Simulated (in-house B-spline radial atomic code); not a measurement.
A fraction x of an electron is removed from 4d in Rh5+, starting from [Kr] 4d4 and keeping the highest spin. Level of theory: non-relativistic OLYP, spin-polarised, spherical fractional occupations, point nucleus; calculated with a B-spline radial code for spherical atoms.

```json
{"x": "0", "E(x) - E(0) (eV)": "0.0000", "4d up level (eV)": "-73.400"}
{"x": "0.06", "E(x) - E(0) (eV)": "4.4342", "4d up level (eV)": "-74.406"}
{"x": "0.17", "E(x) - E(0) (eV)": "12.7207", "4d up level (eV)": "-76.259"}
{"x": "0.26", "E(x) - E(0) (eV)": "19.6525", "4d up level (eV)": "-77.782"}
{"x": "0.42", "E(x) - E(0) (eV)": "32.3154", "4d up level (eV)": "-80.508"}
{"x": "0.5", "E(x) - E(0) (eV)": "38.8109", "4d up level (eV)": "-81.879"}
{"x": "0.52", "E(x) - E(0) (eV)": "40.4519", "4d up level (eV)": "-82.223"}
{"x": "0.7", "E(x) - E(0) (eV)": "55.5312", "4d up level (eV)": "-85.330"}
{"x": "0.8", "E(x) - E(0) (eV)": "64.1510", "4d up level (eV)": "-87.067"}
{"x": "0.92", "E(x) - E(0) (eV)": "74.7247", "4d up level (eV)": "-89.163"}
{"x": "1", "E(x) - E(0) (eV)": "81.9138", "4d up level (eV)": "-90.566"}
```

The exact functional would give a straight line between the two integer points. Deviations E(x) - E(0) - x[E(1) - E(0)], in eV: -0.481 at x = 0.06, -1.205 at x = 0.17, -1.645 at x = 0.26, -2.088 at x = 0.42, -2.146 at x = 0.5, -2.143 at x = 0.52, -1.808 at x = 0.7, -1.38 at x = 0.8, -0.636 at x = 0.92.

The curve lies below the straight line by up to 2.146 eV (at x = 0.5): convex, the delocalisation error that favours fractional charges.

(1) How well does Slater's transition state (minus the level at half occupation) give the ionisation energy?

Results:

(1) It gives 81.879 eV against 81.914 eV from the two total energies; NIST lists 80.00 eV, ground level to ground level.
